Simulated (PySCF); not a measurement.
CH8N2Si, SMILES [SiH](N)(N)C. Coordinates come from a B3LYP-D3(BJ)/def2-SVP optimisation. One conformer was computed; it need not be the lowest.

These are B3LYP-D3(BJ)/def2-SVP (PySCF 2.14.0) values and carry that method's errors.

Harmonic wavenumbers (cm⁻¹): 107, 137, 226, 262, 278, 332, 366, 446, 610, 671, 717, 777, 804, 868, 884, 927, 944, 1272, 1438, 1438, 1548, 1549, 2226, 3027, 3110, 3137, 3551, 3552, 3641, 3641. Rotational constants (GHz): 5.981, 5.535, 3.361; symmetry number 1.

Work out the zero-point energy and the ideal-gas rigid-rotor harmonic-oscillator thermochemistry at 298.15 K and 1 atm.

ZPE = ½ Σ hcν = ½ × 42486 cm⁻¹ = 254.12 kJ/mol. H − E(el) = 276.15 kJ/mol. Entropy in J/(mol K): translation 162.79, rotation 106.57, vibration 69.22, total 338.58. G − E(el) = 175.20 kJ/mol. Cp = 117.46 J/(mol K). Modes under 150 cm⁻¹ make the vibrational entropy uncertain.
